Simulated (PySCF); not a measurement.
A structure optimised at B3LYP-D3(BJ)/def2-SVP, used in a PySCF frequency run:

```xyz
11

Si     0.5147     0.7915    -0.1763
Cl     1.2722    -1.0523     0.4531
C     -1.2360     0.5464    -0.8115
C     -2.2051    -0.0517     0.2161
H      0.5420     1.7102     0.9955
H      1.4094     1.3144    -1.2446
H     -1.5923     1.5331    -1.1618
H     -1.1779    -0.0924    -1.7102
H     -2.3063     0.5981     1.1007
H     -3.2112    -0.1904    -0.2105
H     -1.8505    -1.0332     0.5674
```
Charge 0, spin multiplicity 1.

Write its SMILES and formula.

CC[SiH2]Cl, C2H7ClSi

What are its rotational constants (standard atomic weights)?

6.9492, 2.5454, 2.0365 GHz
